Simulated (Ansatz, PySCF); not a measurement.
Gas-phase reaction R1 → 2 P1, each structure at its B3LYP-D3(BJ)/def2-TZVP stationary point, reached from a drawn start (curvature not checked).
R1: Cl2 (SMILES ClCl), charge 0, multiplicity 1.
P1: Cl atom, charge 0, multiplicity 2.

P less R. No zero-point or thermal terms; singlets are restricted closed shells; open shells are unrestricted; no spin–orbit coupling.

Frozen-core correlation throughout. CBS(a, b) extrapolates the correlation energy as X⁻³ and adds the Hartree–Fock energy of set b.

The values were computed with Ansatz (Gaussian basis) for Hartree–Fock, density functionals and correlated methods; PySCF for M06-2X. Each number belongs to the level named beside it.

```json
[
 {"level": "BLYP/def2-TZVPP", "reaction energy (kcal/mol)": "58.06"},
 {"level": "M06-2X/def2-TZVPP", "reaction energy (kcal/mol)": "59.21"},
 {"level": "wB97X-V/def2-TZVPP", "reaction energy (kcal/mol)": "58.10"},
 {"level": "wB97M-V/def2-TZVPP", "reaction energy (kcal/mol)": "60.32"},
 {"level": "MP2/cc-pV(T+d)Z", "reaction energy (kcal/mol)": "57.73"},
 {"level": "MP2/CBS(cc-pV(T+d)Z, cc-pV(Q+d)Z)", "reaction energy (kcal/mol)": "63.67"},
 {"level": "CCSD/cc-pV(D+d)Z", "reaction energy (kcal/mol)": "(withheld)"},
 {"level": "CCSD/cc-pV(T+d)Z", "reaction energy (kcal/mol)": "(withheld)"},
 {"level": "CCSD(T)/CBS(cc-pV(T+d)Z, cc-pV(Q+d)Z)", "reaction energy (kcal/mol)": "(withheld)"}
]
```

Problem. Some entries are withheld; supply them.

Solution. 
- CCSD/cc-pV(D+d)Z, reaction energy (kcal/mol): 40.69
- CCSD/cc-pV(T+d)Z, reaction energy (kcal/mol): 49.18
- CCSD(T)/CBS(cc-pV(T+d)Z, cc-pV(Q+d)Z), reaction energy (kcal/mol): 58.95

Ansatz is a quantum-chemistry and plane-wave program.
